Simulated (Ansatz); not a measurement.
C₃H₇ClO₂Si (`C=C[Si](O)(Cl)OC`), relaxed with RKS PBE0-D4/def2-TZVP in the Gaussian-basis code of Ansatz from a GFN2-xTB geometry. The force threshold is 0.005 eV/Å; the program also tests the step.

Total charge 0; spin multiplicity 1.

Start:

```xyz
14

C    -1.272    0.755    1.835
C    -0.628    1.266    0.796
Si    0.838    0.471   -0.075
O     1.713    1.678   -0.696
Cl    1.913   -0.642    1.241
O     0.454   -0.479   -1.341
C    -0.197   -1.721   -1.326
H    -0.974   -0.177    2.288
H    -2.119    1.248    2.286
H    -0.965    2.211    0.392
H     2.333    1.526   -1.406
H    -1.219   -1.614   -0.958
H    -0.215   -2.095   -2.349
H     0.339   -2.426   -0.687
```

```tsv
step	energy (eV)	largest force (eV/Å)	largest move (Å)
1	-27711.2461	0.673	0.000
2	-27711.2860	0.275	0.081
3	-27711.2977	0.210	0.103
4	-27711.3008	0.220	0.106
5	-27711.3062	0.127	0.036
6	-27711.3073	0.172	0.177
7	-27711.3127	0.062	0.036
8	-27711.3138	0.067	0.055
9 (rejected)	-27711.3137	0.108	0.070
10	-27711.3147	0.028	0.033
11	-27711.3150	0.043	0.054
12	-27711.3151	0.028	0.008
13	-27711.3151	0.022	0.004
14	-27711.3152	0.009	0.008
15	-27711.3152	0.006	0.008
16	-27711.3152	0.003	0.002
```

End:

```xyz
14

C    -1.163    0.830    1.899
C    -0.713    1.166    0.693
Si    0.793    0.467   -0.100
O     1.732    1.697   -0.592
Cl    1.784   -0.724    1.265
O     0.467   -0.451   -1.405
C    -0.213   -1.687   -1.383
H    -0.633    0.120    2.526
H    -2.073    1.256    2.311
H    -1.283    1.888    0.109
H     2.480    1.491   -1.156
H    -1.209   -1.586   -0.942
H    -0.319   -2.032   -2.412
H     0.349   -2.435   -0.815
```

It took 53 s on 2 threads of an AMD EPYC 7R13 on a shared host and a share of an NVIDIA H100 80 GB, with 0.92 GiB of host memory at the peak.
